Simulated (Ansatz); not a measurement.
Mulliken charges of CH₅BOSn (`[BH]1C[O][SnH2]1`) from r2SCAN/def2-TZVPP in Ansatz (PBE0-D4/def2-TZVP geometry).

| atom | x (Å) | y (Å) | z (Å) | charge (e) |
| --- | --- | --- | --- | --- |
| B1 | 0.399 | 0.963 | -0.555 | -0.163 |
| C2 | 1.179 | -0.222 | 0.084 | 0.163 |
| O3 | 0.243 | -1.147 | 0.628 | -0.570 |
| Sn4 | -1.444 | -0.145 | 0.120 | 0.712 |
| H5 | 0.774 | 1.944 | -1.116 | 0.026 |
| H6 | 1.836 | -0.702 | -0.666 | 0.042 |
| H7 | 1.880 | 0.149 | 0.856 | 0.041 |
| H8 | -2.426 | -1.117 | -0.891 | -0.126 |
| H9 | -2.352 | 0.231 | 1.522 | -0.126 |

Q: By hand: the dipole of these point charges (1 e Å = 4.8032 D).

A: Σ q r = (-0.263, 0.496, -0.270) e Å, of length 0.623 e Å = 2.99 D.

Q: How does the dipole of the full density compare? (Best estimate.)

A: Computed: (-0.053, 0.383, -0.212) e Å, 2.12 D; the point charges give 1.41 times that, at 18° from its direction.

Point charges leave out the atoms' own dipoles, such as those of lone pairs, and Mulliken's split depends on the basis, so the two needn't agree.
